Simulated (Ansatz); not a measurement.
Frontier orbitals of `NB1NCO1`.

```
atom    x (Å)    y (Å)    z (Å)
  N1   1.4009  -1.2472  -0.1977
  B2   0.3684  -0.3393   0.0546
  N3  -0.0185   0.9582  -0.4370
  C4  -1.1825   0.7747   0.4172
  O5  -0.6875  -0.4531   0.9678
  H6   1.4853  -2.1086   0.3104
  H7   2.1584  -1.0555  -0.8259
  H8  -0.0944   1.3143  -1.3728
  H9  -1.3007   1.5353   1.1963
 H10  -2.1293   0.6212  -0.1129
```

Charge 0, multiplicity 1. The structure was optimised at the PBE0-D4/def2-TZVP level. It is one conformer, not always the lowest. Basis def2-TZVPP, Ansatz 0.2.0.

Orbital energies of one run (eV). Highest occupied ones, from the top: -5.42, -6.13, -7.44, -7.94, -8.74, -10.45, -11.38, -12.02, -12.43, -13.12, -15.63, -20.80, -21.15, -25.87. Empty: 0.13, 0.73, 1.18, 1.64, 1.74, 1.96.

Q: Which functional gave them?
A. ωB97M-V
B. LC-ωPBE
C. r2SCAN0
D. BLYP

A: D. HOMO energies: BLYP -5.42, ωB97M-V -9.29, r2SCAN0 -7.15, LC-ωPBE -9.75 eV.

LC-ωPBE has ω = 0.4 bohr⁻¹.
